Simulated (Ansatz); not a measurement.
## Which is lower?

Two relaxed structures of SiH₃Se (charge -1), singlet (PBE0-D4/def2-TZVPD; forces vanish, vibrations not checked).

A:

```xyz
5
angstrom
Si -0.0384 0.0165 -0.0110
Se 1.9081 -0.8225 0.5478
H -1.0926 0.0121 1.0708
H -0.7462 -0.6678 -1.1566
H -0.0310 1.4616 -0.4509
```

B:

```tsv
atom	x (Å)	y (Å)	z (Å)
Si1	-0.0965	-0.3027	-0.0679
Se2	2.1013	-0.4109	0.9612
H3	-0.8023	0.1352	1.2256
H4	2.4721	-1.7197	0.4042
H5	0.0810	1.1445	-0.5550
```

Program: Ansatz 0.2.0. Basis: def2-TZVPPD. Cores are frozen in the correlated methods. Filled d shells of the heavier atoms are correlated. The def2 sets are not built for correlating such inner shells, so the correlated values are less sure here. B3LYP uses VWN-RPA correlation.

(1) Which structure is lower at CCSD(T), and by how much? (To be estimated.)

T1 diagnostic: at most 0.012.

Results:

(1) Computed: A, by 31.12 kcal/mol (electronic energy, against the other). By their contacts, A is SiH₃Se ([SiH3][Se]), total charge -1 and B is SiH₃Se ([SiH2][SeH]), total charge -1.

All methods give the same order:

```
   method  E(B) − E(A) (kcal/mol)
   PBE-D4                   28.49
r2SCAN-D4                   32.67
  PBE0-D4                   30.94
 B3LYP-D4                   30.94
  wB97M-V                   31.24
       HF                   37.22
      MP2                   34.38
     CCSD                   31.64
  CCSD(T)                   31.12
```

Labels in which every atom is bracketed show which atoms are joined, not bond orders.

For scale, one of the runs: CCSD(T)/def2-TZVPPD, 156 basis functions, launched by `ansatz run in.yaml --threads 2 --pin off --events-out ev --progress --plain --max-ram 4352MiB`. The run took 20 s on 2 CPU threads of an Arm Neoverse V2 (shared host), with 1 GiB of host memory at its peak.
